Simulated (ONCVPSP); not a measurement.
Cd (Z = 48), ONCV: configuration errors across variants

* Element: Cd (Z = 48)
* Generator: ONCVPSP 4.0.1
* Type: optimised norm-conserving Vanderbilt (ONCV)
* Functional: PBE
* Relativity: scalar-relativistic
* Frozen core: [Ar] 3d10 4s2
* Valence charge: 18
* Reference configuration: 4p6 4d10 5s2
* Partial waves: 5s: rc 2.35 bohr, ncon 4, nbas 7, qcut 2.7 1/bohr, 2 projectors, debl 2.9 Ha; 4p: rc 1.45 bohr, ncon 5, nbas 8, qcut 8.8 1/bohr, 2 projectors, debl 1.8 Ha; 4d: rc 1.55 bohr, ncon 4, nbas 8, qcut 10.9 1/bohr, 2 projectors, debl 1.4 Ha
* Local potential: polynomial inside 1.25 bohr (lpopt 5, dvloc0 0 Ha)
* Core correction: Teter function, fcfact 2.5, rcfact 1.25

In the p channel the program set the typed energies aside and used -2.461, 0.250 Ha.

All-electron excitation energies from the reference (eV): (1) 4p6 4d10 5s1 9.273; (2) 4p6 4d10 5s0 26.399; (3) 4p6 4d9 5s0 64.408; (4) 4p5 4d10 5s2 74.200.

1 further variants failed, have other tests or too few solved ones, and are left out.

A true bound ghost makes a file unfit for plane-wave use even where its test errors are small: the radial tests pick states by their node count and pass the ghost by.

Errors AE − PS in meV (a dash: test not solved or not reliable):

| change | (1) | (2) | (3) | (4) | bound ghosts | GHOST(+) flags above zero |
| --- | --- | --- | --- | --- | --- | --- |
| base | -6.3 | -30 | +24 | -138 | s | none |
| p: qcut 8.2 | -6.3 | -30 | +24 | -142 | s | none |
| p: rc 1.88 | -6.3 | -30 | +24 | -174 | s | none |
| core correction Teter function, fcfact 7.1, rcfact 1.25 | -6.3 | -30 | +24 | -140 | s | none |
| core correction Teter function, fcfact 2.5, rcfact 1.64 | -6.4 | -30 | +24 | -141 | s | none |

Give the same row for: local potential polynomial inside 1.25 bohr (lpopt 5, dvloc0 1.5 Ha).

-6.6, -30, +31, -138; bound ghosts: s; GHOST(+) flags above zero: none.
